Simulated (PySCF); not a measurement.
H₃Ge, doublet, at a GFN2-xTB geometry, atoms displaced at random by about 0.03 Å a coordinate; TPSS/6-31G, gradient by finite differences (PySCF).

Here is a job for PySCF.
```python
from pyscf import gto, scf, dft

mol = gto.Mole()
mol.atom = '''
    Ge    0.013989    0.054803    0.063902
    H    -0.818957   -1.090885   -0.607792
    H    -0.591633    1.301527   -0.607897
    H     1.387219   -0.158018   -0.682699
'''
mol.basis = '6-31g'
mol.charge = 0
mol.spin = 1
mol.verbose = 4
mol.build()

mf = dft.UKS(mol)
mf.xc = 'tpss'
mf.conv_tol = 1e-11
mf.kernel()
scan, done = mf.as_scanner(), []
scan.scf_summary = {}
def energy(d):
    c = mol.atom_coords()
    c[1, 2] += d
    e = scan(mol.set_geom_(c, unit='Bohr', inplace=False))
    done.append(scan.converged)
    return e
h = 0.05
fd = (energy(h) - energy(-h)) / (2 * h)
print('dE/dx =', fd)
```

Output, abridged:

```
PySCF version 2.14.0

[INPUT] verbose = 4
[INPUT] num. atoms = 4
[INPUT] num. electrons = 35
[INPUT] charge = 0
[INPUT] spin (= nelec alpha-beta = 2S) = 1
[INPUT] symmetry False subgroup None
[INPUT] Mole.unit = angstrom
[INPUT] Symbol           X                Y                Z      unit          X                Y                Z       unit  Magmom
[INPUT]  1 Ge     0.013989000000   0.054803000000   0.063902000000 AA    0.026435378757   0.103562660805   0.120757278812 Bohr   0.0
[INPUT]  2 H     -0.818957000000  -1.090885000000  -0.607792000000 AA   -1.547604437795  -2.061473883396  -1.148560420702 Bohr   0.0
[INPUT]  3 H     -0.591633000000   1.301527000000  -0.607897000000 AA   -1.118024336255   2.459529573727  -1.148758841945 Bohr   0.0
[INPUT]  4 H      1.387219000000  -0.158018000000  -0.682699000000 AA    2.621463984793  -0.298610742752  -1.290114135514 Bohr   0.0

nuclear repulsion = 33.1865587404467
number of shells = 17
number of NR pGTOs = 102
number of NR cGTOs = 33
basis = 6-31g
ecp = {}

******** <class 'pyscf.dft.uks.UKS'> ********
method = UKS
initial guess = minao
damping factor = 0
level_shift factor = 0
DIIS = <class 'pyscf.scf.diis.CDIIS'>
diis_start_cycle = 1
diis_space = 8
diis_damp = 0
SCF conv_tol = 1e-11
SCF conv_tol_grad = None
SCF max_cycles = 50
direct_scf = True
direct_scf_tol = 1e-13
number electrons alpha = 18  beta = 17
XC library pyscf.dft.libxc version 7.1.2
    S. Lehtola, C. Steigemann, M. J. T. Oliveira, and M. A. L. Marques,  SoftwareX 7, 1–5 (2018)
XC functionals = tpss
    J. Tao, J. P. Perdew, V. N. Staroverov, and G. E. Scuseria,  Phys. Rev. Lett. 91, 146401 (2003)
    J. P. Perdew, J. Tao, V. N. Staroverov, and G. E. Scuseria,  J. Chem. Phys. 120, 6898 (2004)
    J. Tao, J. P. Perdew, V. N. Staroverov, and G. E. Scuseria,  Phys. Rev. Lett. 91, 146401 (2003)
    J. P. Perdew, J. Tao, V. N. Staroverov, and G. E. Scuseria,  J. Chem. Phys. 120, 6898 (2004)
radial grids:
    Treutler-Ahlrichs [JCP 102, 346 (1995); DOI:10.1063/1.469408] (M4) radial grids

becke partition: Becke, JCP 88, 2547 (1988); DOI:10.1063/1.454033
pruning grids: <function nwchem_prune>
grids dens level: 3
symmetrized grids: False
atomic radii adjust function: <function treutler_atomic_radii_adjust>
small_rho_cutoff = 0
Set gradient conv threshold to 3.16228e-06
tot grids = 50064
init E= -2077.59140561252

cycle= 1 E= -2078.34227680538  delta_E= -0.751  |g|= 0.0597  |ddm|= 1.21
cycle= 2 E= -2078.34383902638  delta_E= -0.00156  |g|= 0.0431  |ddm|= 0.157
cycle= 3 E= -2078.34530605298  delta_E= -0.00147  |g|= 0.0137  |ddm|= 0.0835
cycle= 4 E= -2078.3453593141  delta_E= -5.33e-05  |g|= 0.00301  |ddm|= 0.0121
cycle= 5 E= -2078.34536723741  delta_E= -7.92e-06  |g|= 0.000421  |ddm|= 0.00594
cycle= 6 E= -2078.34536761025  delta_E= -3.73e-07  |g|= 0.000131  |ddm|= 0.00154
cycle= 7 E= -2078.34536764382  delta_E= -3.36e-08  |g|= 3.67e-05  |ddm|= 0.000512
cycle= 8 E= -2078.34536764543  delta_E= -1.61e-09  |g|= 1.02e-05  |ddm|= 0.00011
cycle= 9 E= -2078.34536764554  delta_E= -1.11e-10  |g|= 1.7e-06  |ddm|= 2.7e-05
cycle= 10 E= -2078.34536764555  delta_E= -5.46e-12  |g|= 1.62e-07  |ddm|= 4.18e-06
Extra cycle  E= -2078.34536764555  delta_E= 1.82e-12  |g|= 9.44e-08  |ddm|= 5.33e-07
converged SCF energy = -2078.34536764555  <S^2> = 0.75086806  2S+1 = 2.0008679
Create scanner for <class 'pyscf.dft.uks.UKS'>

WARN: Mole.unit (angstrom) is changed to Bohr

New geometry
   1 Ge     0.013989000000   0.054803000000   0.063902000000 AA    0.026435378757   0.103562660805   0.120757278812 Bohr
   2 H     -0.818957000000  -1.090885000000  -0.581333139454 AA   -1.547604437795  -2.061473883396  -1.098560420702 Bohr
   3 H     -0.591633000000   1.301527000000  -0.607897000000 AA   -1.118024336255   2.459529573727  -1.148758841945 Bohr
   4 H      1.387219000000  -0.158018000000  -0.682699000000 AA    2.621463984793  -0.298610742752  -1.290114135514 Bohr

******** <class 'pyscf.scf.hf.UKS_Scanner'> ********
method = UKS_Scanner
initial guess = minao
damping factor = 0
level_shift factor = 0
DIIS = <class 'pyscf.scf.diis.CDIIS'>
diis_start_cycle = 1
diis_space = 8
diis_damp = 0
SCF conv_tol = 1e-11
SCF conv_tol_grad = None
SCF max_cycles = 50
direct_scf = True
direct_scf_tol = 1e-13
number electrons alpha = 18  beta = 17
XC library pyscf.dft.libxc version 7.1.2
    S. Lehtola, C. Steigemann, M. J. T. Oliveira, and M. A. L. Marques,  SoftwareX 7, 1–5 (2018)
XC functionals = tpss
    J. Tao, J. P. Perdew, V. N. Staroverov, and G. E. Scuseria,  Phys. Rev. Lett. 91, 146401 (2003)
    J. P. Perdew, J. Tao, V. N. Staroverov, and G. E. Scuseria,  J. Chem. Phys. 120, 6898 (2004)
    J. Tao, J. P. Perdew, V. N. Staroverov, and G. E. Scuseria,  Phys. Rev. Lett. 91, 146401 (2003)
    J. P. Perdew, J. Tao, V. N. Staroverov, and G. E. Scuseria,  J. Chem. Phys. 120, 6898 (2004)
radial grids:
    Treutler-Ahlrichs [JCP 102, 346 (1995); DOI:10.1063/1.469408] (M4) radial grids

becke partition: Becke, JCP 88, 2547 (1988); DOI:10.1063/1.454033
pruning grids: <function nwchem_prune>
grids dens level: 3
symmetrized grids: False
atomic radii adjust function: <function treutler_atomic_radii_adjust>
small_rho_cutoff = 0
Set gradient conv threshold to 3.16228e-06
tot grids = 50064
init E= -2078.34835595923
cycle= 1 E= -2078.34582845192  delta_E= 0.00253  |g|= 0.00238  |ddm|= 0.0146
cycle= 2 E= -2078.34583155166  delta_E= -3.1e-06  |g|= 0.00171  |ddm|= 0.00923
cycle= 3 E= -2078.34583454857  delta_E= -3e-06  |g|= 0.000232  |ddm|= 0.00394
cycle= 4 E= -2078.34583457081  delta_E= -2.22e-08  |g|= 5.77e-05  |ddm|= 0.000229
cycle= 5 E= -2078.34583457372  delta_E= -2.91e-09  |g|= 2.39e-05  |ddm|= 0.000115
cycle= 6 E= -2078.34583457425  delta_E= -5.28e-10  |g|= 3.77e-06  |ddm|= 5.86e-05
cycle= 7 E= -2078.34583457426  delta_E= -1.55e-11  |g|= 7.87e-07  |ddm|= 1.2e-05
cycle= 8 E= -2078.34583457426  delta_E=    0  |g|= 2.27e-07  |ddm|= 2.1e-06
Extra cycle  E= -2078.34583457426  delta_E= 5e-12  |g|= 2.34e-07  |ddm|= 8.88e-07
converged SCF energy = -2078.34583457426  <S^2> = 0.75087234  2S+1 = 2.0008721

WARN: Mole.unit (angstrom) is changed to Bohr

New geometry
   1 Ge     0.013989000000   0.054803000000   0.063902000000 AA    0.026435378757   0.103562660805   0.120757278812 Bohr
   2 H     -0.818957000000  -1.090885000000  -0.634250860546 AA   -1.547604437795  -2.061473883396  -1.198560420702 Bohr
   3 H     -0.591633000000   1.301527000000  -0.607897000000 AA   -1.118024336255   2.459529573727  -1.148758841945 Bohr
   4 H      1.387219000000  -0.158018000000  -0.682699000000 AA    2.621463984793  -0.298610742752  -1.290114135514 Bohr

******** <class 'pyscf.scf.hf.UKS_Scanner'> ********
method = UKS_Scanner
initial guess = minao
damping factor = 0
level_shift factor = 0
DIIS = <class 'pyscf.scf.diis.CDIIS'>
diis_start_cycle = 1
diis_space = 8
diis_damp = 0
SCF conv_tol = 1e-11
SCF conv_tol_grad = None
SCF max_cycles = 50
direct_scf = True
direct_scf_tol = 1e-13
number electrons alpha = 18  beta = 17
XC library pyscf.dft.libxc version 7.1.2
    S. Lehtola, C. Steigemann, M. J. T. Oliveira, and M. A. L. Marques,  SoftwareX 7, 1–5 (2018)
XC functionals = tpss
    J. Tao, J. P. Perdew, V. N. Staroverov, and G. E. Scuseria,  Phys. Rev. Lett. 91, 146401 (2003)
    J. P. Perdew, J. Tao, V. N. Staroverov, and G. E. Scuseria,  J. Chem. Phys. 120, 6898 (2004)
    J. Tao, J. P. Perdew, V. N. Staroverov, and G. E. Scuseria,  Phys. Rev. Lett. 91, 146401 (2003)
    J. P. Perdew, J. Tao, V. N. Staroverov, and G. E. Scuseria,  J. Chem. Phys. 120, 6898 (2004)
radial grids:
    Treutler-Ahlrichs [JCP 102, 346 (1995); DOI:10.1063/1.469408] (M4) radial grids

becke partition: Becke, JCP 88, 2547 (1988); DOI:10.1063/1.454033
pruning grids: <function nwchem_prune>
grids dens level: 3
symmetrized grids: False
atomic radii adjust function: <function treutler_atomic_radii_adjust>
small_rho_cutoff = 0
Set gradient conv threshold to 3.16228e-06
tot grids = 50064
init E= -2078.33969931402
cycle= 1 E= -2078.344800557  delta_E= -0.0051  |g|= 0.00487  |ddm|= 0.0294
cycle= 2 E= -2078.34481335269  delta_E= -1.28e-05  |g|= 0.00349  |ddm|= 0.0189
cycle= 3 E= -2078.34482621835  delta_E= -1.29e-05  |g|= 0.000453  |ddm|= 0.00815
cycle= 4 E= -2078.34482631628  delta_E= -9.79e-08  |g|= 0.000105  |ddm|= 0.000499
cycle= 5 E= -2078.34482632712  delta_E= -1.08e-08  |g|= 4.98e-05  |ddm|= 0.000223
cycle= 6 E= -2078.34482632906  delta_E= -1.94e-09  |g|= 9.1e-06  |ddm|= 0.000112
cycle= 7 E= -2078.34482632915  delta_E= -8.82e-11  |g|= 2.79e-06  |ddm|= 2.75e-05
cycle= 8 E= -2078.34482632916  delta_E= -9.09e-12  |g|= 7.64e-07  |ddm|= 6.94e-06
Extra cycle  E= -2078.34482632916  delta_E= 1.36e-12  |g|= 7.63e-07  |ddm|= 2.93e-06
converged SCF energy = -2078.34482632916  <S^2> = 0.75086466  2S+1 = 2.0008645
dE/dx = -0.010082451026391936
```
